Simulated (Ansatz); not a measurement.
One change: `[OH][GeH2][OH]` becomes `[OH][GeH2][Br]`.

Ansatz, PBE0-D4/def2-TZVP geometries, multiplicity 1. Each molecule was computed in one conformer, which needn't be the lowest.

Scalar relativity is left out up to krypton. Spin–orbit coupling is left out; it splits and shifts lone-pair levels of the heavy atoms by tenths of an eV.

```csv
property,`[OH][GeH2][OH]`
HOMO–LUMO gap (B3LYP/def2-TZVPP) / eV,8.40
HOMO–LUMO gap (PBE/def2-TZVPP) / eV,6.45
LUMO energy (B3LYP/def2-TZVPP) / eV,-0.07
LUMO energy (PBE/def2-TZVPP) / eV,-0.61
LUMO energy (ωB97M-V/def2-TZVPP) / eV,1.88
HOMO energy (PBE/def2-TZVPP) / eV,-7.05
```

Question: What does the change do to each property? (Best estimate.)

Answer: Ansatz gave: 
```csv
property,`[OH][GeH2][Br]`,shift
HOMO–LUMO gap (B3LYP/def2-TZVPP) / eV,7.41,-0.99
HOMO–LUMO gap (PBE/def2-TZVPP) / eV,5.75,-0.70
LUMO energy (B3LYP/def2-TZVPP) / eV,-0.69,-0.62
LUMO energy (PBE/def2-TZVPP) / eV,-1.31,-0.70
LUMO energy (ωB97M-V/def2-TZVPP) / eV,1.54,-0.34
HOMO energy (PBE/def2-TZVPP) / eV,-7.06,-0.01
```

With PBE0 the HOMO rises by 0.38 eV and the LUMO falls by 0.66 eV, so the gap narrows by about 1.04 eV. PBE moves the HOMO by -0.01 eV and ωB97M-V by 0.54 eV.

B3LYP here is the variant with VWN-RPA as its local correlation; programs differ in this.
